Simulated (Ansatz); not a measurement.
Species: trifluoro(isocyanato)silane, CF3NOSi, net charge 0, singlet state. 
Coordinates optimised at B3LYP-D3(BJ)/def2-TZVP (Ansatz, an electronic-structure program):
```xyz
7

O      3.2467    -0.1067    -0.2157
C      2.0996    -0.0895    -0.0398
N      0.9217    -0.0790     0.1757
Si    -0.7376     0.0254     0.0432
F     -1.4002    -0.2320     1.4439
F     -1.1694     1.4519    -0.4580
F     -1.2856    -1.0436    -0.9715
```

Basis-set convergence of Hartree-Fock and CCSD(T) correlation energies (hartree) with Ansatz. Correlated levels leave the core frozen unless marked. Spin-orbit coupling is left out. Non-relativistic.

```
basis        functions       E(HF)  E(corr, CCSD(T))
-----------  ---------  ----------  ----------------
cc-pV(D+d)Z        107  -754.71011          -1.13018
cc-pV(T+d)Z        219  -754.91079          -1.46301
cc-pV(Q+d)Z        394  -754.95692          -1.58135
```

Extrapolating the two largest sets (X = 3 and 4) as X^-3: E(corr) = (64·(-1.58135) - 27·(-1.46301))/37 = -1.6677 Eh, an estimate of the basis-set limit. The largest set recovers 94.8 % of it, the smallest 67.8 %.
